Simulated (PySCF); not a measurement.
borazine (B₃H₆N₃), SMILES B1NBNBN1. Heavy atoms are numbered as in [BH:1]1[NH:2][BH:3][NH:4][BH:5][NH:6]1. Hydrogens are named by the atom that carries them.

Geometry: B3LYP-D3(BJ)/def2-SVP.

Calculation: PBE/def2-TZVP (PySCF).

Atomic charges (e), one atom of each kind:

```
atom       IAO  Mulliken  Löwdin
-------  -----  --------  ------
B1 (BH)   0.15      0.05     ___
N2 (NH)  -0.43     -0.27     ___
H on B1   0.00      0.00     ___
H on N2   0.28      0.21     ___
```

Task: Some entries are withheld; supply them. (An estimate is asked for; the answer gives what the named calculation found.)

Result: 
- B1 (BH), Löwdin: -0.56
- N2 (NH), Löwdin: 0.28
- H on B1, Löwdin: 0.06
- H on N2, Löwdin: 0.22

Task: Give the Mayer and Wiberg (Löwdin basis) orders of the bonds. (An estimate is asked for; the answer gives what the named calculation found.)

Result: 
| bond | Mayer | Wiberg |
|---|---|---|
| B1–N2 | 1.24 | 1.53 |
| N2–B3 | 1.24 | 1.53 |
| B3–N4 | 1.24 | 1.53 |
| N4–B5 | 1.24 | 1.53 |
| B1–N6 | 1.24 | 1.53 |
| B5–N6 | 1.24 | 1.53 |
